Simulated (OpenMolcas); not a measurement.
Ni⁴⁺.

```
Program             : OpenMolcas 26.06
Basis               : ANO-RCC-VQZP [7s6p4d3f2g1h]
Scalar Hamiltonian  : DKH2, point nucleus
Active space        : 6 electrons in 10 orbitals (3d 4d)
State averaging     : 2S+1 = 5 even, 5 roots; 2S+1 = 3 even, 45 roots; 2S+1 = 1 even, 44 roots
Spin-orbit coupling : RASSI with atomic mean-field integrals over the reference wave functions, term energies averaged over their components
```

Two sets of levels on these reference wave functions, in cm⁻¹ above 3d⁶ ⁵D₄: one from CASSCF and one from MS-CASPT2, IPEA 0.25 Eh, imaginary shift 0.1 Eh (closed shells correlated: 3s 3p).

```csv
Level,Set 1,Set 2
3d⁶ ⁵D₄,0.0,0.0
3d⁶ ⁵D₃,821,817
3d⁶ ⁵D₂,1378,1380
3d⁶ ⁵D₁,1733,1740
3d⁶ ⁵D₀,1906,1916
3d⁶ ³H₆,27670,29050
3d⁶ ³H₅,28030,29440
3d⁶ ³H₄,28240,29710
3d⁶ ³P₂(1),26510,31550
3d⁶ ³F₄(1),29610,33110
3d⁶ ³F₃(1),30010,33590
3d⁶ ³F₂(1),30320,33950
3d⁶ ³P₁(1),29000,34040
3d⁶ ³P₀(1),29970,35010
3d⁶ ³G₅,33810,36650
3d⁶ ³G₄,34550,37450
```

Task: Which set is which?

Result: Set 1 is MS-CASPT2. Its levels of the other terms of 3d⁶ lie at 0.84 to 0.95 of the other set's values, as expected, since terms of lower spin or lower L gain more correlation energy than the Hund ground term. Against 15 measured levels (Corliss and Sugar, J. Phys. Chem. Ref. Data 10, 197 (1981)) the mean absolute deviation is 350 cm-1 with it and 2700 cm-1 without; single levels miss by up to 560 cm-1 with it.

CASPT2 breaks the degeneracy within a term, and the mean is taken; among the terms shown or strongly mixed into the levels shown the widest spread is 210 cm-1 (3d⁶ ³G, MS-CASPT2). Active for correlation alone: 4d; no level in the range computed is led by a configuration that fills it, so any true level of that kind is missing. Without dynamic correlation excited terms often stand tens of per cent too high (terms of higher spin than the ground term too low), and those without a measured partner can miss by more than the paired ones (holds for CASSCF). Measured partners are found by configuration, term and J. A level has none where our copy of the source lacks it or the pairing is in doubt (some pairs that miss far off the trend of their configuration count as doubtful), and it then counts in no deviation. Levels of configurations outside the active space are missing. The table leaves out levels that lie high or whose names do not pair safely across all columns.

A number in round brackets counts repeated terms of one configuration in the order of the reference energies.
